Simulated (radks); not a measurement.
The numbers below are computed, except where a source is named.
Problem. Mean orbital radii <r> (bohr) of the sulfur ion S+, [Ne] 3s2 3p3, of relativity; Dirac values are averaged over j with weights 2j + 1. Spin-unpolarised spherical Kohn-Sham, PBE, point nucleus unless stated (finite: rms radius 3.2611 fm), a radial shooting solver on a logarithmic mesh with Libxc functionals. A level marked "c x" has the speed of light scaled by that factor and shares open shells by 2j + 1; other Dirac levels either fill j = l - 1/2 first or share by 2j + 1.

shell  non-rel.
1s      0.09730
2s       0.4809
2p       0.4429
3s        1.642
3p        1.896

Give the values at the level "Dirac, c x 0.75".

Solution. 
shell  Dirac, c x 0.75  change of magnitude (%)
1s             0.09654                    -0.77
2s              0.4770                    -0.80
2p              0.4418                    -0.26
3s               1.633                    -0.57
3p               1.895                    -0.04
